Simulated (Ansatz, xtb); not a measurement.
Two isomers of F2GeHOSi

Structure I is `F[Si](F)[O][GeH]`, a doublet and structure II is `F[SiH][O][Ge][F]`, a doublet. Both are isolated molecules in the gas phase, relaxed with B3LYP-D3(BJ)/def2-SVP; each stands in its lowest conformer found.

I (Å):

```yaml
atoms:
  - { symbol: F, position_ang: [-1.2747, 0.4521, 1.0151] }
  - { symbol: F, position_ang: [0.2099, 0.4712, -1.1108] }
  - { symbol: Ge, position_ang: [1.9805, -2.2396, 1.7198] }
  - { symbol: O, position_ang: [0.7346, -1.2746, 0.8210] }
  - { symbol: Si, position_ang: [0.2516, 0.2677, 0.4978] }
  - { symbol: H, position_ang: [2.7719, -0.9560, 2.3175] }
```

II (Å):

```xyz
6

F    -0.5593    3.0050   -0.0869
F     0.3150   -1.8310   -0.1240
Ge   -0.8199   -1.2604    1.1101
O    -0.7992    0.4657    0.6276
Si   -0.1287    1.4890   -0.5022
H     1.3705    1.4279   -0.4268
```

Task: Estimate E(II) − E(I) at the level CCSD(T)/def2-SVP.

Result: Calculated at CCSD(T)/def2-SVP: E(II) − E(I) = −10.9 kJ/mol, so structure II lies lower.

How the difference moves with the method:

```
                level               geometry  E(II) − E(I) (kJ/mol)  departure from the last row (kJ/mol)  job, with rough time for the two
             GFN2-xTB               GFN2-xTB                  −114.9                                −104.0              optimisation, 0.21 s
            HF/STO-3G               GFN2-xTB                   −29.0                                 −18.2              single point, 0.82 s
   r2SCAN-D4/def2-SVP               GFN2-xTB                   −13.5                                  −2.7               single point, 3.3 s
B3LYP-D3(BJ)/def2-SVP  B3LYP-D3(BJ)/def2-SVP                   −18.1                                  −7.2                optimisation, 68 s
          HF/def2-SVP  B3LYP-D3(BJ)/def2-SVP                    −3.4                                  +7.5           part of the CCSD(T) run
         MP2/def2-SVP  B3LYP-D3(BJ)/def2-SVP                   −12.5                                  −1.7           part of the CCSD(T) run
     CCSD(T)/def2-SVP  B3LYP-D3(BJ)/def2-SVP                   −10.9                                                      single point, 32 s
```

As drawn, II has 1 F–Ge, 1 Si–H in place of 1 F–Si, 1 Ge–H.

The levels shown agree on the order. The largest departure from CCSD(T)/def2-SVP is that of GFN2-xTB, 104.0 kJ/mol.

With harmonic frequencies from B3LYP-D3(BJ)/def2-SVP (ideal gas, rigid rotor, one conformer each, 400 K, 1 atm): on the last row, ΔE + ΔZPE = −8.7 kJ/mol. A mode under 50 cm⁻¹ makes harmonic enthalpies and free energies unreliable, so none is given.

Open shells are spin-unrestricted. The correlated steps freeze 17 core orbitals; the filled d shell of Ge is correlated, in a basis made for valence electrons. Run with Ansatz 0.2.0, xtb 6.7.1; the last row on 2 threads of Intel(R) Xeon(R) 6975P-C (Granite Rapids) on a shared host.
